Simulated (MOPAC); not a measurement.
Job for MOPAC: PM3 on C5H6O (SMILES C=CC(=O)C=C).

```
PM3 1SCF PRECISE CHARGE=0 THREADS=1
C5H6O

C     -2.45049043 1    -0.01072823 1    -0.21374368 1
C     -1.18700204 1     0.16832290 1    -0.58674370 1
C     -0.05132461 1    -0.12127853 1     0.33259680 1
O     -0.22596213 1    -0.53390964 1     1.46430071 1
C      1.31105202 1     0.12476774 1    -0.21714052 1
C      2.40558329 1    -0.09536503 1     0.50475518 1
H     -2.67545183 1    -0.37589607 1     0.78086714 1
H     -3.27719729 1     0.19881409 1    -0.87937493 1
H     -0.94630647 1     0.53320883 1    -1.57890250 1
H      1.38047528 1     0.49261320 1    -1.23464988 1
H      2.32039235 1    -0.46300161 1     1.52003470 1
H      3.39623184 1     0.08245233 1     0.10800070 1
```

It printed:

```
*******************************************************************************
 **                                                                           **
 **                              MOPAC v23.2.5                                **
 **                                                                           **
 *******************************************************************************
 ** MOPAC's Digital Object Identifier: https://doi.org/10.5281/zenodo.6511958 **
 **                                                                           **
 ** Please cite the open-source release paper for use of this MOPAC version:  **
 ** J. E. Moussa and J. J. P. Stewart (2026)                                  **
 ** MOPAC: An open-source semiempirical molecular orbital program             **
 ** J. Open Source Softw., 11(119), 8025, https://doi.org/10.21105/joss.08025 **
 *******************************************************************************

                              PM3 CALCULATION RESULTS

 *******************************************************************************
 *  PM3        - The PM3 Hamiltonian to be used
 *
 *
 *
 *                 CHARGE ON SYSTEM = 0
 *
 *
 *
 *  PRECISE    - TIGHTER CRITERIA TO BE USED
 *  1SCF       - DO 1 SCF AND THEN STOP
 *  THREADS=1  - MULTI-THREADING NOT USED
 *  T=         - A TIME OF 172800.0 SECONDS REQUESTED
 *  DUMP=N     - RESTART FILE WRITTEN EVERY 7200.0 SECONDS REQUESTED
 *******************************************************************************
PM3 1SCF PRECISE CHARGE=0 THREADS=1
 C5H6O

   ATOM   CHEMICAL          X               Y               Z
  NUMBER   SYMBOL      (ANGSTROMS)     (ANGSTROMS)     (ANGSTROMS)

     1       C         -2.45049043  *  -0.01072823  *  -0.21374368  *
     2       C         -1.18700204  *   0.16832290  *  -0.58674370  *
     3       C         -0.05132461  *  -0.12127853  *   0.33259680  *
     4       O         -0.22596213  *  -0.53390964  *   1.46430071  *
     5       C          1.31105202  *   0.12476774  *  -0.21714052  *
     6       C          2.40558329  *  -0.09536503  *   0.50475518  *
     7       H         -2.67545183  *  -0.37589607  *   0.78086714  *
     8       H         -3.27719729  *   0.19881409  *  -0.87937493  *
     9       H         -0.94630647  *   0.53320883  *  -1.57890250  *
    10       H          1.38047528  *   0.49261320  *  -1.23464988  *
    11       H          2.32039235  *  -0.46300161  *   1.52003470  *
    12       H          3.39623184  *   0.08245233  *   0.10800070  *



          CARTESIAN COORDINATES

    NO.       ATOM           X           Y           Z

     1         C         -2.4505     -0.0107     -0.2137
     2         C         -1.1870      0.1683     -0.5867
     3         C         -0.0513     -0.1213      0.3326
     4         O         -0.2260     -0.5339      1.4643
     5         C          1.3111      0.1248     -0.2171
     6         C          2.4056     -0.0954      0.5048
     7         H         -2.6755     -0.3759      0.7809
     8         H         -3.2772      0.1988     -0.8794
     9         H         -0.9463      0.5332     -1.5789
    10         H          1.3805      0.4926     -1.2346
    11         H          2.3204     -0.4630      1.5200
    12         H          3.3962      0.0825      0.1080

  H: (PM3): J. J. P. STEWART, J. COMP. CHEM. 10, 209 (1989).
  C: (PM3): J. J. P. STEWART, J. COMP. CHEM. 10, 209 (1989).
  O: (PM3): J. J. P. STEWART, J. COMP. CHEM. 10, 209 (1989).

           Empirical Formula: C5 H6 O  =    12 atoms



      MOLECULAR POINT GROUP   :   C2v


      RHF CALCULATION, NO. OF DOUBLY OCCUPIED LEVELS = 16


 -------------------------------------------------------------------------------
 PM3 1SCF PRECISE CHARGE=0 THREADS=1
 C5H6O



     1SCF WAS SPECIFIED, SO BFGS WAS NOT USED
     SCF FIELD WAS ACHIEVED


                              PM3 CALCULATION
                                                       MOPAC v23.2.5 Linux




          FINAL HEAT OF FORMATION =          0.40229 KCAL/MOL =       1.68319 KJ/MOL


          COSMO AREA              =        129.69 SQUARE ANGSTROMS
          COSMO VOLUME            =        116.22 CUBIC ANGSTROMS

          IONIZATION POTENTIAL    =         10.733362 EV
          HOMO LUMO ENERGIES (EV) =        -10.733 -0.317
          NO. OF FILLED LEVELS    =         16
          MOLECULAR WEIGHT        =         82.1018         POINT GROUP:  C2v

          MOLECULAR DIMENSIONS (Angstroms)

            Atom       Atom       Distance
            H    12    H     8     6.74708
            H    10    O     4     3.08791
            H    10    C     6     0.00004


          SCF CALCULATIONS        =          1





   ATOM   CHEMICAL          X               Y               Z
  NUMBER   SYMBOL      (ANGSTROMS)     (ANGSTROMS)     (ANGSTROMS)

     1       C         -2.45049043  *  -0.01072823  *  -0.21374368  *
     2       C         -1.18700204  *   0.16832290  *  -0.58674370  *
     3       C         -0.05132461  *  -0.12127853  *   0.33259680  *
     4       O         -0.22596213  *  -0.53390964  *   1.46430071  *
     5       C          1.31105202  *   0.12476774  *  -0.21714052  *
     6       C          2.40558329  *  -0.09536503  *   0.50475518  *
     7       H         -2.67545183  *  -0.37589607  *   0.78086714  *
     8       H         -3.27719729  *   0.19881409  *  -0.87937493  *
     9       H         -0.94630647  *   0.53320883  *  -1.57890250  *
    10       H          1.38047528  *   0.49261320  *  -1.23464988  *
    11       H          2.32039235  *  -0.46300161  *   1.52003470  *
    12       H          3.39623184  *   0.08245233  *   0.10800070  *

                             CARTESIAN COORDINATES

   1    C       -2.450490430    -0.010728230    -0.213743680
   2    C       -1.187002040     0.168322900    -0.586743700
   3    C       -0.051324610    -0.121278530     0.332596800
   4    O       -0.225962130    -0.533909640     1.464300710
   5    C        1.311052020     0.124767740    -0.217140520
   6    C        2.405583290    -0.095365030     0.504755180
   7    H       -2.675451830    -0.375896070     0.780867140
   8    H       -3.277197290     0.198814090    -0.879374930
   9    H       -0.946306470     0.533208830    -1.578902500
  10    H        1.380475280     0.492613200    -1.234649880
  11    H        2.320392350    -0.463001610     1.520034700
  12    H        3.396231840     0.082452330     0.108000700


           Empirical Formula: C5 H6 O  =    12 atoms



      MOLECULAR POINT GROUP   :   C2v


                  EIGENVALUES
 -38.93683 -33.00538 -32.43626 -24.65165 -20.13636 -19.08200 -17.73729 -16.51060
 -15.65359 -14.78118 -14.55458 -13.07358 -12.87793 -10.87844 -10.80868 -10.73336
  -0.31716   0.78819   2.28639   2.42310   3.39289   3.51627   3.64863   3.71734
   4.18688   5.05458   5.11587   5.18696   5.52826   7.11983


              NET ATOMIC CHARGES AND DIPOLE CONTRIBUTIONS

  ATOM NO.   TYPE          CHARGE      No. of ELECS.   s-Pop       p-Pop
    1          C          -0.063269        4.0633     1.18384     2.87943
    2          C          -0.229237        4.2292     1.20501     3.02423
    3          C           0.341018        3.6590     1.17844     2.48054
    4          O          -0.322248        6.3222     1.86324     4.45901
    5          C          -0.229236        4.2292     1.20500     3.02423
    6          C          -0.063269        4.0633     1.18384     2.87943
    7          H           0.096154        0.9038     0.90385
    8          H           0.078600        0.9214     0.92140
    9          H           0.108366        0.8916     0.89163
   10          H           0.108366        0.8916     0.89163
   11          H           0.096154        0.9038     0.90385
   12          H           0.078600        0.9214     0.92140
 DIPOLE           X         Y         Z       TOTAL
 POINT-CHG.     0.250     0.590    -1.618     1.740
 HYBRID         0.065     0.153    -0.421     0.452
 SUM            0.315     0.743    -2.039     2.193


          ATOMIC ORBITAL ELECTRON POPULATIONS

     Atom    s        px        py        pz
    1  C   1.18384   0.95548   0.92187   1.00208
    2  C   1.20501   0.96933   1.04895   1.00595
    3  C   1.17844   0.87851   0.74637   0.85567
    4  O   1.86324   1.88799   1.32554   1.24548
    5  C   1.20500   0.96547   1.04911   1.00965
    6  C   1.18384   0.96423   0.92151   0.99369
    7  H   0.90385
    8  H   0.92140
    9  H   0.89163
   10  H   0.89163
   11  H   0.90385
   12  H   0.92140

 **********************
 *                    *
 * JOB ENDED NORMALLY *
 *                    *
 **********************




 == MOPAC DONE ==
```

The run finished.

Cost: around 0.03 core-seconds (rough).
